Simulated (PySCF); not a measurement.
## B³⁺ (boron, charge +3) across methods

1s2, closed-shell 1S. Computed with PySCF 2.14 in x2c-TZVPPall with one added diffuse shell each of s, p, d type (6s4p3d1f, 40 functions), with the spin-free X2C one-electron Hamiltonian (Gaussian nucleus).

```tsv
method	E (hartree)	mean ε 1s (eV)	Σ⟨r²⟩ (bohr²)	⟨S²⟩
LDA	-21.7485	-229.08	0.2910	0.000
CAM-B3LYP	-22.0050	-239.50	0.2871	0.000
PBEsol	-21.8756	-230.05	0.2889	0.000
revPBE	-22.0302	-231.50	0.2872	0.000
PBE0	-22.0003	-238.58	0.2865	0.000
UHF	-21.99211	-259.72	0.2838	0.000
wB97X	-22.0795	-240.06	0.2836	0.000
PBE	-21.9876	-231.25	0.2877	0.000
```

Problem. Estimate the same row for r2SCAN.

Solution. E (hartree) = -22.0391; mean ε 1s (eV) = -234.34; Σ⟨r²⟩ (bohr²) = 0.2853; ⟨S²⟩ = 0.000.
